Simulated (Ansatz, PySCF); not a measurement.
Dimer: NH3 (SMILES N) (first 4 atoms) with C3H6 (SMILES C=CC); geometry from B3LYP-D3(BJ)/def2-TZVP, rigid monomers moved along the line of their centres of mass till H4···C6 is 3.01 Å.
(charge 0, multiplicity 1):
```json
[
 {"atom": "N", "x (Å)": "-0.2111", "y (Å)": "-0.2086", "z (Å)": "0.5372"},
 {"atom": "H", "x (Å)": "-0.7118", "y (Å)": "-0.8550", "z (Å)": "-0.0620"},
 {"atom": "H", "x (Å)": "0.7385", "y (Å)": "-0.1483", "z (Å)": "0.1871"},
 {"atom": "H", "x (Å)": "-0.1655", "y (Å)": "-0.6235", "z (Å)": "1.4625"},
 {"atom": "C", "x (Å)": "0.1363", "y (Å)": "-0.9567", "z (Å)": "4.6278"},
 {"atom": "C", "x (Å)": "-0.5085", "y (Å)": "0.1706", "z (Å)": "4.3498"},
 {"atom": "C", "x (Å)": "0.1363", "y (Å)": "1.4853", "z (Å)": "4.0503"},
 {"atom": "H", "x (Å)": "1.2196", "y (Å)": "-0.9938", "z (Å)": "4.6697"},
 {"atom": "H", "x (Å)": "-0.3926", "y (Å)": "-1.8792", "z (Å)": "4.8310"},
 {"atom": "H", "x (Å)": "-1.5950", "y (Å)": "0.1570", "z (Å)": "4.3198"},
 {"atom": "H", "x (Å)": "-0.2122", "y (Å)": "2.2574", "z (Å)": "4.7419"},
 {"atom": "H", "x (Å)": "1.2231", "y (Å)": "1.4230", "z (Å)": "4.1248"},
 {"atom": "H", "x (Å)": "-0.1241", "y (Å)": "1.8144", "z (Å)": "3.0410"}
]
```

Counterpoise-corrected where a basis set is named; no monomer relaxation. Rows marked so take none.

Rows in 3-21G, 6-31G* carry no dispersion term and start afresh at each structure (6-31G* with six Cartesian d functions). MP2/6-31G* freezes PySCF's default core.

Run with Ansatz (Gaussian orbitals); PySCF for 3-21G rows, 6-31G* rows, the dispersion terms. 

Question: Predict the interaction energy from B3LYP/3-21G (no counterpoise).

Answer: -100 meV

Question: Predict the interaction energy from MP2/6-31G*.

Answer: -53 meV

Question: Predict the interaction energy from r2SCAN-D4/def2-TZVPPD.

Answer: -81 meV

Ansatz is a quantum-chemistry and plane-wave program.
